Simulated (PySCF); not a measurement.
Polarisability and C₆ of Mn²⁺ (manganese, charge +2)

[Ar] 3d5, high-spin 6S determinant. All numbers are calculated (PySCF 2.14, no relativity, point nucleus, in aug-cc-pVTZ). Coupled (time-dependent) response in atomic units; α is the mean over directions.

```csv
method,mean α (bohr³),C₆ (like pair),S(−4)
UHF,3.207,9.350,4.616
PBE,4.116,12.20,10.23
PBE0,3.784,11.16,7.834
```

S(−4) is the Cauchy moment in α(ω) = α(0) + S(−4) ω² + …

α(iu) at PBE0:

```csv
u (hartree),α(iu) (bohr³)
0,3.784
0.0500,3.765
0.100,3.709
0.200,3.513
0.300,3.258
0.500,2.752
0.750,2.252
1.00,1.881
1.50,1.372
2.00,1.043
3.00,0.6563
5.00,0.3243
```

A single London oscillator, α(iu) = α/(1 + u²/ω²), gives C₆ = (3/4) ω α². Matching the computed C₆ needs ω = 4 × 11.16 / (3 × 3.784²) = 1.04 hartree.

For an ion, C₆ is the dispersion term alone; charge-induced terms of lower order in 1/R come first.
